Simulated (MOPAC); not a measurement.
Job for MOPAC: PM7 on CH4Si (SMILES C[SiH]), a point of a bond scan (R = 2.180 Å).

```
PM7 1SCF PRECISE CHARGE=0 THREADS=1
CH4Si

Si    -0.44283511 1    -0.33733196 1     0.51775234 1
H     -1.42990117 1    -0.70043934 1    -0.59087342 1
C      0.77076815 1     0.54410571 1    -0.65073574 1
H      2.52344101 1     1.35310351 1     0.36189292 1
H      0.25620507 1     1.35865472 1    -1.17489853 1
H      1.10167411 1    -0.14880677 1    -1.43392500 1
```

Program output:

```
*******************************************************************************
 **                                                                           **
 **                              MOPAC v23.2.5                                **
 **                                                                           **
 *******************************************************************************
 ** MOPAC's Digital Object Identifier: https://doi.org/10.5281/zenodo.6511958 **
 **                                                                           **
 ** Please cite the open-source release paper for use of this MOPAC version:  **
 ** J. E. Moussa and J. J. P. Stewart (2026)                                  **
 ** MOPAC: An open-source semiempirical molecular orbital program             **
 ** J. Open Source Softw., 11(119), 8025, https://doi.org/10.21105/joss.08025 **
 *******************************************************************************

                              PM7 CALCULATION RESULTS

 *******************************************************************************
 *  PM7        - The PM7 Hamiltonian to be used
 *
 *
 *
 *                 CHARGE ON SYSTEM = 0
 *
 *
 *
 *  PRECISE    - TIGHTER CRITERIA TO BE USED
 *  1SCF       - DO 1 SCF AND THEN STOP
 *  THREADS=1  - MULTI-THREADING NOT USED
 *  T=         - A TIME OF 172800.0 SECONDS REQUESTED
 *  DUMP=N     - RESTART FILE WRITTEN EVERY 7200.0 SECONDS REQUESTED
 *******************************************************************************
PM7 1SCF PRECISE CHARGE=0 THREADS=1
 CH4Si

   ATOM   CHEMICAL          X               Y               Z
  NUMBER   SYMBOL      (ANGSTROMS)     (ANGSTROMS)     (ANGSTROMS)

     1      Si         -0.44283511  *  -0.33733196  *   0.51775234  *
     2       H         -1.42990117  *  -0.70043934  *  -0.59087342  *
     3       C          0.77076815  *   0.54410571  *  -0.65073574  *
     4       H          2.52344101  *   1.35310351  *   0.36189292  *
     5       H          0.25620507  *   1.35865472  *  -1.17489853  *
     6       H          1.10167411  *  -0.14880677  *  -1.43392500  *



          CARTESIAN COORDINATES

    NO.       ATOM           X           Y           Z

     1        Si         -0.4428     -0.3373      0.5178
     2         H         -1.4299     -0.7004     -0.5909
     3         C          0.7708      0.5441     -0.6507
     4         H          2.5234      1.3531      0.3619
     5         H          0.2562      1.3587     -1.1749
     6         H          1.1017     -0.1488     -1.4339

 General Reference for PM7:
 "Optimization of Parameters for Semiempirical Methods VI: More Modifications to the
 NDDO Approximations and Re-optimization of Parameters", J. J. P. Stewart, J. Mol. Mod., 1:32, 19 (2013)
 https://link.springer.com/article/10.1007/s00894-012-1667-x

           Empirical Formula: C H4 Si  =     6 atoms



      MOLECULAR POINT GROUP   :   Cs


      RHF CALCULATION, NO. OF DOUBLY OCCUPIED LEVELS = 6


 -------------------------------------------------------------------------------
 PM7 1SCF PRECISE CHARGE=0 THREADS=1
 CH4Si



     1SCF WAS SPECIFIED, SO BFGS WAS NOT USED
     SCF FIELD WAS ACHIEVED


                              PM7 CALCULATION
                                                       MOPAC v23.2.5 Linux




          FINAL HEAT OF FORMATION =        176.83410 KCAL/MOL =     739.87389 KJ/MOL


          COSMO AREA              =        102.18 SQUARE ANGSTROMS
          COSMO VOLUME            =         87.68 CUBIC ANGSTROMS

          IONIZATION POTENTIAL    =          8.449109 EV
          HOMO LUMO ENERGIES (EV) =         -8.449 -0.175
          NO. OF FILLED LEVELS    =          6
          MOLECULAR WEIGHT        =         44.1281         POINT GROUP:  Cs

          MOLECULAR DIMENSIONS (Angstroms)

            Atom       Atom       Distance
            H     4    H     2     4.55562
           Si     1    H     6     2.27938
            H     5   Si     1     1.61414


          SCF CALCULATIONS        =          1





   ATOM   CHEMICAL          X               Y               Z
  NUMBER   SYMBOL      (ANGSTROMS)     (ANGSTROMS)     (ANGSTROMS)

     1      Si         -0.44283511  *  -0.33733196  *   0.51775234  *
     2       H         -1.42990117  *  -0.70043934  *  -0.59087342  *
     3       C          0.77076815  *   0.54410571  *  -0.65073574  *
     4       H          2.52344101  *   1.35310351  *   0.36189292  *
     5       H          0.25620507  *   1.35865472  *  -1.17489853  *
     6       H          1.10167411  *  -0.14880677  *  -1.43392500  *

                             CARTESIAN COORDINATES

   1   Si       -0.442835110    -0.337331960     0.517752340
   2    H       -1.429901170    -0.700439340    -0.590873420
   3    C        0.770768150     0.544105710    -0.650735740
   4    H        2.523441010     1.353103510     0.361892920
   5    H        0.256205070     1.358654720    -1.174898530
   6    H        1.101674110    -0.148806770    -1.433925000


           Empirical Formula: C H4 Si  =     6 atoms



      MOLECULAR POINT GROUP   :   Cs


                  EIGENVALUES
 -23.02047 -14.46542 -13.45373 -11.53272  -9.38631  -8.44911  -0.17531   0.08387
   2.32145   5.04318   6.04043   6.95477  23.38661  23.68201  23.94933  24.33147
  25.17700


              NET ATOMIC CHARGES AND DIPOLE CONTRIBUTIONS

  ATOM NO.   TYPE          CHARGE      No. of ELECS.   s-Pop       p-Pop       d-Pop
    1         Si           0.197813        3.8022     1.27740     2.45005     0.07474
    2          H          -0.031742        1.0317     1.03174
    3          C          -0.665531        4.6655     1.14834     3.51719
    4          H           0.211579        0.7884     0.78842
    5          H           0.143941        0.8561     0.85606
    6          H           0.143941        0.8561     0.85606
 DIPOLE           X         Y         Z       TOTAL
 POINT-CHG.     0.837     0.259     1.226     1.507
 HYBRID         0.215     0.576    -2.649     2.719
 SUM            1.052     0.834    -1.423     1.956


          ATOMIC ORBITAL ELECTRON POPULATIONS

     Atom    s        px        py        pz      x^2-y^2     xz        z^2       yz        xy
    1 Si   1.27740   0.60874   0.24036   1.60095   0.00945   0.03261   0.00839   0.01392   0.01038
    2  H   1.03174
    3  C   1.14834   1.17093   1.15959   1.18667
    4  H   0.78842
    5  H   0.85606
    6  H   0.85606

 **********************
 *                    *
 * JOB ENDED NORMALLY *
 *                    *
 **********************




 == MOPAC DONE ==
```

The run finished.

Cost: roughly 0.020 core-seconds.
